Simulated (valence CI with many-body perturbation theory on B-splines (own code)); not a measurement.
**Level structure of Al⁸⁺**

Method: valence CI with perturbative core correlation (CI+MBPT): three valence electrons over a frozen Dirac-Fock core [He], radial functions for each j: 11 s, 11 p, 10 d, 8 f, 5 g, 2 h, with the one-electron correlation potential Σ1 (screened to all orders), the two-electron term Σ2, the three-electron term Σ3, Breit, model QED; selected single and double excitations, second order for the rest, scaled by the run's own slope (own B-spline code, finite nucleus).

No measured levels were compared; by estimate levels of excited configurations hold to 0.05 to 0.15 % of their energy, terms of the ground configuration to about 0.5 %.

Levels 46 to 90 of 194, with energies above the lowest level, 2s2 2p 2P°_1/2. "Leading %" is the weight of the configuration and term that name the level; weights of strongly mixed levels are sums over their largest components and can fall short. In the jj column 3d3/2^4 stands for four electrons in 3d with j = 3/2. Lifetimes count E1, E2, E3, M1 and M2 decay at the calculated energies, and are blank where another channel may lead or the interval is too uncertain; long ones can be off by a factor of two.

```tsv
No.	Configuration	Term	J	E (eV)	Leading %	Leading jj	Lifetime	g
46	2s 2p 3d	4D°	7/2	223.12	97	2s 2p3/2 3d5/2 (69 %)	995 fs	1.427
47	2s 2p 3d	2D°	3/2	223.19	94	2s 2p3/2 3d5/2 (42 %)	2.68 ps	0.811
48	2s 2p 3d	2D°	5/2	223.26	87	2s 2p3/2 3d3/2 (55 %)	2.41 ps	1.221
49	2s 2p 3d	4P°	5/2	223.95	90	2s 2p3/2 3d5/2 (62 %)	1.79 ps	1.574
50	2s 2p 3s	2P°	1/2	224.04	93	2s 2p3/2 3s (61 %)	4.99 ps	0.676
51	2s 2p 3s	2P°	3/2	224.06	61	2s 2p3/2 3s (39 %)	3.11 ps	1.464
52	2s 2p 3d	4P°	3/2	224.07	62	2s 2p3/2 3d3/2 (42 %)	2.28 ps	1.584
53	2s 2p 3d	4P°	1/2	224.15	97	2s 2p3/2 3d3/2 (88 %)	1.82 ps	2.638
54	2s 2p 3d	2F°	5/2	227.03	99	2s 2p1/2 3d5/2 (52 %)	1.55 ps	0.857
55	2s 2p 3d	2F°	7/2	227.41	99	2s 2p3/2 3d3/2 (53 %)	1.50 ps	1.143
56	2s 2p 3d	2P°	3/2	228.18	95	2s 2p3/2 3d5/2 (42 %)	2.15 ps	1.333
57	2s 2p 3d	2P°	1/2	228.40	96	2s 2p3/2 3d5/2 (79 %)	2.11 ps	0.666
58	2s 2p 3p	2D	3/2	232.68	87	2s 2p3/2 3p1/2 (66 %)	26.0 ps	0.836
59	2s 2p 3p	2D	5/2	232.73	93	2s 2p3/2 3p3/2 (58 %)	29.9 ps	1.200
60	2s 2p 3p	2P	1/2	232.77	88	2s 2p3/2 3p1/2 (43 %)	7.95 ps	0.669
61	2s 2p 3p	2P	3/2	232.90	82	2s 2p3/2 3p3/2 (61 %)	8.30 ps	1.297
62	2s 2p 3p	2S	1/2	234.48	91	2s 2p3/2 3p3/2 (50 %)	13.8 ps	1.999
63	2p2 3s	4P	1/2	238.31	98	2p1/2^2 3s (46 %)	13.2 ps	2.668
64	2p2 3s	4P	3/2	238.52	98	2p1/2 2p3/2 3s (89 %)	13.1 ps	1.734
65	2p2 3s	4P	5/2	238.85	98	2p3/2^2 3s (61 %)	12.9 ps	1.600
66	2s 2p 3d	2F°	7/2	239.67	92	2s 2p3/2 3d5/2 (59 %)	2.01 ps	1.143
67	2s 2p 3d	2F°	5/2	239.69	92	2s 2p3/2 3d3/2 (62 %)	1.91 ps	0.856
68	2s 2p 3d	2D°	3/2	240.97	98	2s 2p3/2 3d3/2 (59 %)	1.25 ps	0.799
69	2s 2p 3d	2D°	5/2	241.03	98	2s 2p3/2 3d5/2 (62 %)	1.25 ps	1.200
70	2s 2p 3d	2P°	1/2	242.34	95	2s 2p3/2 3d3/2 (65 %)	1.66 ps	0.666
71	2s 2p 3d	2P°	3/2	242.38	95	2s 2p3/2 3d5/2 (59 %)	1.67 ps	1.334
72	2p2 3s	2P	1/2	242.49	84	2p1/2 2p3/2 3s (58 %)	6.46 ps	0.667
73	2p2 3s	2P	3/2	242.86	84	2p1/2 2p3/2 3s (46 %)	6.45 ps	1.326
74	2p2 3p	2S°	1/2	244.35	99	2p3/2^2 3p3/2 (29 %)	5.02 ps	2.000
75	2p2 3s	2D	5/2	245.12	93	2p1/2 2p3/2 3s (57 %)	7.78 ps	1.201
76	2p2 3s	2D	3/2	245.13	92	2p1/2 2p3/2 3s (52 %)	7.83 ps	0.807
77	2p2 3p	4D°	1/2	245.53	98	2p1/2^2 3p1/2 (40 %)	10.8 ps	0.007
78	2p2 3p	4D°	3/2	245.67	97	2p1/2 2p3/2 3p1/2 (58 %)	10.7 ps	1.204
79	2p2 3p	4D°	5/2	245.88	97	2p1/2 2p3/2 3p3/2 (65 %)	10.7 ps	1.373
80	2p2 3p	4D°	7/2	246.18	98	2p3/2^2 3p3/2 (61 %)	10.7 ps	1.428
81	2p2 3p	4P°	1/2	246.74	97	2p1/2 2p3/2 3p1/2 (46 %)	7.82 ps	2.657
82	2p2 3p	4P°	3/2	246.82	95	2p3/2^2 3p1/2 (25 %)	7.83 ps	1.715
83	2p2 3p	4P°	5/2	247.00	92	2p1/2 2p3/2 3p3/2 (45 %)	7.80 ps	1.577
84	2p2 3p	2D°	3/2	247.69	97	2p1/2 2p3/2 3p3/2 (62 %)	6.89 ps	0.814
85	2p2 3p	2D°	5/2	248.11	93	2p3/2^2 3p3/2 (65 %)	6.78 ps	1.220
86	2p2 3p	2P°	3/2	249.79	96	2p1/2 2p3/2 3p3/2 (49 %)	5.31 ps	1.339
87	2p2 3p	2P°	1/2	249.84	96	2p3/2^2 3p3/2 (48 %)	5.46 ps	0.669
88	2p2 3p	4S°	3/2	250.03	98	2p1/2 2p3/2 3p3/2 (30 %)	6.11 ps	1.993
89	2p2 3d	4F	3/2	252.08	98	2p1/2 2p3/2 3d3/2 (38 %)	294 ps	0.403
90	2p2 3d	4F	5/2	252.20	98	2p1/2 2p3/2 3d3/2 (57 %)	282 ps	1.031
```

Names give the largest LS component (configuration and term), which can be under half, so a name can repeat, a term be missing and a line seem to break the LS rules; names also repeat where a configuration has a term twice.

Where two levels of one J and parity lie close, their mixing, g and order are uncertain.
